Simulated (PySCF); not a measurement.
CH₃Li, SMILES [CH3][Li].

Geometry optimised at PBE0-D3(BJ)/def2-TZVPD. The isomer is the one that the SMILES or the coordinates give; other isomers of the formula were not compared.

Level of theory: r2SCAN/def2-TZVPD in PySCF.

Symmetry labels are those of the subgroup Cs that the program uses (full group C3v).

Task: List the valence orbital energies around the gap with their symmetry. (The exact figures need the calculation; the answer reports its results.)

Result: 
| orbital | symmetry | energy (eV) |
|---|---|---|
| HOMO−5 | A' | -270.14 |
| HOMO−4 | A' | -51.92 |
| HOMO−3 | A' | -15.15 |
| HOMO−2 | A" | -7.65 |
| HOMO−1 | A' | -7.65 |
| HOMO | A' | -4.00 |
| LUMO | A' | -0.54 |
| LUMO+1 | A' | 0.73 |
| LUMO+2 | A" | 0.73 |
| LUMO+3 | A' | 1.12 |
